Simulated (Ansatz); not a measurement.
Computed with Ansatz on PBE0-D4/def2-TZVP structures; ΔE is electronic, products minus reactants. CCSD(T)/CBS is the MP2 limit (def2-TZVPP, def2-QZVPP) plus CCSD(T) − MP2 in def2-TZVPP, frozen cores. Functionals use def2-TZVPP. def2 core potentials past Kr. For Te outer-core shells are correlated without core-valence functions, which leaves a few kJ/mol of doubt a bond. Each species was taken in one conformer, which may not be the lowest.

`[SiH3]C[SiH2][TeH]` + `BOCO` → `BOCO[SiH3]` + `C[SiH2][TeH]`  (ligand exchange at the Si–C bond)

```csv
level,ΔE (kJ/mol),difference from CCSD(T)/CBS
PBE0-D4,-69.9,8.3
ωB97X-V,-79.9,-1.7
ωB97M-V,-78.3,-0.1
B2PLYP,-86.7,-8.5
r2SCAN,-80.2,-2.0
PBE0,-73.4,4.8
CCSD/def2-TZVPP,-82.1,-3.9
CCSD(T)/def2-TZVPP,-79.0,-0.8
MP2/CBS(def2),-78.5,-0.3
CCSD/CBS(def2),-81.2,-3.0
CCSD(T)/CBS,-78.2,0
```

Largest T1 diagnostic among the species: 0.013.

The D4 term adds +6.3 kJ/mol with B3LYP and +3.4 kJ/mol with PBE0; it sums over pairs of atoms, weighted by their polarisabilities, and B3LYP, whose exchange is more repulsive, gets the larger term. In def2-TZVPP, CCSD(T) changes the Hartree–Fock value by +22.9 kJ/mol (the triples alone add +3.1 kJ/mol) and MP2 by +22.5 kJ/mol.

B3LYP here is the variant with VWN-RPA as its local correlation; programs differ in this.
